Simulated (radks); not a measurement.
Spherical quantum dot in the effective-mass picture: electrons in a hard-walled sphere of radius 7.58, with a point charge +1 (a donor) at the centre, all in effective atomic units (hartree* = m*/eps^2 hartree, bohr* = eps/m* bohr), one dielectric constant everywhere. Calculated with a radial shooting solver with Libxc functionals: non-relativistic Kohn-Sham, LDA (Slater exchange, Perdew-Wang correlation), spin-polarised, spherical densities. Levels are named by radial order and angular momentum (1s, 1p, 1d, 2s, ...), and open shells are averaged over m. Results are scaled to m* = 0.482 and eps = 8.6, for which hartree* = 177.3 meV and bohr* = 0.9442 nm.

N = 18, configuration 1s2 1p6 1d(up 5, down 4) 2s(up 1, down 0). This is the lowest configuration that the search found. Occupied and some empty levels:

level,occupation,eigenvalue (meV),<r> (nm)
1s up,1,491.35,4.694
1s down,1,493.62,5.019
1p up,3,499.70,5.206
1p down,3,500.93,5.214
1d up,5,512.43,5.324
1d down,4,513.61,5.326
2s up,1,513.67,2.072
1f up,0,530.25,5.425
1f down,0,531.42,5.425
2s down,0,534.76,2.164
1g up,0,552.84,5.514
1g down,0,554.00,5.514
2p up,0,577.13,3.511
2p down,0,581.24,3.631

Energy (meV): total 4453.86, kinetic 1005.4, external -731.03, Hartree 4873.3, exchange-correlation -693.88.

Electron density:

r (nm),n(r) (e/nm^3)
0.564,0.1071
1.10,0.03565
1.63,0.01293
2.17,0.005904
2.70,0.004589
3.23,0.006053
3.77,0.009573
4.30,0.01465
4.84,0.01978
5.37,0.02176
5.90,0.01728
6.44,0.007640
6.97,0.0005454
